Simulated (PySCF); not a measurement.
## Structure elucidation problem

The spectra below were simulated for a compound C₆H₁₁F₂NO.

1H NMR (400 MHz, computed): δ 3.24 (s, 3H), 2.50 (s, 3H), 2.04 (m, 2H), 1.20 (t, 3H).

13C{1H} NMR (computed): δ 154.1 (C), 130.6 (C), 35.2 (CH3), 35.1 (CH2), 24.5 (CH3), 8.7 (CH3).

[PySCF 2.14.0 with density-fitted response routines: GIAO PBE0/pcSseg-1 shieldings; coordinates at the GFN2-xTB level; relativity neglected; no solvent; single conformer; fast rotation and ring inversion assumed for equivalent nuclei]

δ = σ(ref) − σ, references computed at the same level: TMS for 1H and 13C.

What is the structure?

Answers


- The formula gives 1 degree of unsaturation (no ring in the answer).
- 6 carbon signals for 6 carbons: no two carbons are equivalent.
- Carbon types of the structure: 2 × C, 1 × CH2, 3 × CH3, which accounts for all hydrogens.
- δC 154.1: C=N carbon.
- δC 130.6: fully substituted sp3 carbon bonded to 2 F and O; 3 electronegative neighbours deshield it.
- δC 35.2: methyl carbon bonded to N; deshielded by the electronegative neighbour.
- δC 35.1: sp3 CH2; saturated and bonded to C and H only.
- δC 24.5, 8.7: methyl carbon; a saturated carbon with 1 carbon neighbour and no heteroatom attached.
- δH 3.24: hydrogen on a methyl carbon bonded to N; its carbon carries N, which withdraws density.
- δH 2.04: hydrogen on an sp3 CH2.

Structure: SMILES CCC(F)(F)O/C(C)=N\C.

The data come from this structure; uniqueness wasn't tested.

Splittings by 19F in the carbon and heteronuclear signals aren't shown, as no couplings were computed. Shifts are as computed. Against solution values, carbons near 30 ppm lie about +3 ppm off and those near 130 ppm about +5 ppm. Of 1211 compounds with measured shifts, 218 miss one by over three times the rms of a fit or turn the order of signals round; such compounds aren't used in these exercises. Multiplicities follow the n + 1 count of equivalent neighbours, as no J values were calculated; m marks all less simple cases, F and P coupling included.
